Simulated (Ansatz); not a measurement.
SiGeH3Cl3⁺, that is Ge(SiH3)Cl3 with one electron fewer. The state is a doublet with charge 1. Geometry PBE-D4/def2-SVP, that of the neutral singlet; atoms count from 1.

```xyz
8

Ge    0.266   -1.012   -0.221
Si   -0.329    1.253    0.273
H     0.054    2.090   -0.912
H     0.431    1.663    1.499
H    -1.810    1.290    0.511
Cl    2.371   -1.183   -0.734
Cl   -0.881   -1.786   -1.897
Cl   -0.101   -2.315    1.480
```

Estimate the Mulliken populations from the PBE0/def2-TZVP orbitals of Ansatz.


| atom | charge (e) | spin (α − β) |
| --- | --- | --- |
| Ge1 | 0.71 | 0.04 |
| Si2 | 0.12 | 0.26 |
| H3 | 0.11 | 0.02 |
| H4 | 0.11 | 0.02 |
| H5 | 0.11 | 0.02 |
| Cl6 | -0.05 | 0.21 |
| Cl7 | -0.05 | 0.21 |
| Cl8 | -0.05 | 0.21 |
Mulliken values depend strongly on the basis.

Where does the spin sit?

Summed by element: Ge 0.04, Si 0.26, H 0.06, Cl 0.64, of 1 unpaired in all. Largest on single atoms: Si2 0.26, Cl8 0.21, Cl6 0.21.

And the Mayer bond orders between heavy atoms (over 0.3)?

Ge1–Si2 0.61 (2.39 Å); Ge1–Cl6 1.10 (2.17 Å); Ge1–Cl7 1.10 (2.17 Å); Ge1–Cl8 1.10 (2.17 Å).
